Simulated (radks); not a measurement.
Question: Ionisation of neutral nickel, [Ar] 3d8 4s2, to [Ar] 3d9 as the strength of local exchange is varied. All-electron calculation, Dirac Kohn-Sham, Slater X-alpha exchange (alpha = 2/3 is LDA exchange), no correlation, spin-unpolarised, spherical densities, finite nucleus; open shells are shared between the two j in proportion to 2j + 1; Fermi nuclear charge, rms radius 3.7757 fm. Program: a radial shooting solver on a logarithmic mesh with Libxc functionals.

| alpha | E(Ni) (hartree) | exchange (hartree) | IE (eV) | -e of the level emptied (eV) | <r> of it (bohr) |
|---|---|---|---|---|---|
| 0.667 | -1515.70064 | -58.29789 | 5.899 | 4.864 (4s1/2) | 2.843 |
| 0.736 | -1521.74399 | -64.59602 | 5.633 | 5.299 (4s1/2) | 2.792 |
| 0.94 | -1539.75745 | -83.50485 | 4.602 | 6.671 (4s1/2) | 2.655 |
| 0.95 | -1540.64606 | -84.44278 | 4.542 | 6.741 (4s1/2) | 2.648 |
| 0.96 | -1541.53519 | -85.38173 | 4.481 | 6.812 (4s1/2) | 2.642 |
| x | -1535.49939 | -79.01711 | 4.878 | 6.337 (4s1/2) | 2.686 |

Which alpha was used in the last row?

Answer: alpha = 0.892. NIST Atomic Spectra Database: 7.640 eV (measured). The central value is not met in this range of alpha. Spin polarisation and multiplet splitting are left out, so open shells lie too high by an amount that depends on their filling.

Beside tabulated values, note that spin-unpolarised runs miss the spin-polarisation part of the exchange energy of open shells.
